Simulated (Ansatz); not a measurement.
Calculated with Ansatz (gas phase, PBE0-D4/def2-TZVP geometries, no zero-point term in ΔE). CCSD(T)/CBS adds triple-zeta CCSD(T) − MP2 to the extrapolated MP2 energy (def2 sets, frozen cores). This one scheme is used for every species. DFT in def2-TZVPP. One conformer a species, not always the lowest.

`BCBF` + `CB(O)F` → `BCB(O)F` + `CBF`  (formal exchange of groups at a B–C bond)

`BCBF`:

Z-matrix (Å, degrees):
```
C
B 1 1.558
B 1 1.549 2 109.3
H 1 1.091 2 112.0 3 128.2
H 1 1.102 2 102.7 3 -112.0
F 2 1.325 1 119.9 3 -111.3
H 2 1.199 1 123.3 3 68.3
H 3 1.198 1 120.0 2 -64.3
H 3 1.196 1 121.3 2 114.2
```

`CB(O)F`:

Cartesian coordinates in Å:
```
C -0.273 -0.696 0.695
B 0.111 0.486 -0.246
O 0.519 0.287 -1.520
F 0.041 1.749 0.204
H -1.303 -0.581 1.046
H -0.175 -1.666 0.209
H 0.356 -0.687 1.590
H 0.722 1.109 -1.979
```

`BCB(O)F`:

```xyz
10

B    -1.226    0.297    0.624
C     0.317    0.349    0.648
B     0.820   -0.660   -0.463
O     0.687   -0.461   -1.794
F     1.405   -1.796   -0.105
H    -1.831    0.881   -0.233
H    -1.844   -0.364    1.406
H     0.761    0.064    1.603
H     0.677    1.336    0.334
H     0.233    0.353   -2.019
```

`CBF`:

Z-matrix (Å, degrees):
```
C
B 1 1.553
H 1 1.096 2 109.6
H 1 1.091 2 114.0 3 122.5
H 1 1.096 2 109.7 3 -114.9
F 2 1.327 1 120.6 3 -122.2
H 2 1.202 1 123.5 3 57.8
```

| level | ΔE (eV) |
| --- | --- |
| PBE-D4 | 0.07 |
| r2SCAN | 0.07 |

Task: What does CCSD(T)/CBS give? (An estimate is asked.)

Result: Ansatz gave: +0.07 eV. The listed levels differ from it by 0.00, 0.00 eV.

Task: What do rigid-rotor, harmonic-oscillator terms from PBE0-D4/def2-TZVP frequencies (298.15 K, 1 bar) make of the CCSD(T)/CBS value? (Estimate.)

Result: Ansatz gave: ΔZPE = -0.01 eV, ΔH = +0.07 eV, ΔS = 7 J/(mol·K), ΔG = +0.05 eV. Modes under 50 cm⁻¹ make the entropy rough.

Largest T1 diagnostic among the species: 0.013.

Leaving LDA and LC-ωPBE aside and taking each functional with its dispersion term where it has one, the values, not all of them listed here, spread over 0.02 eV, from revPBE-D4 to B2PLYP.
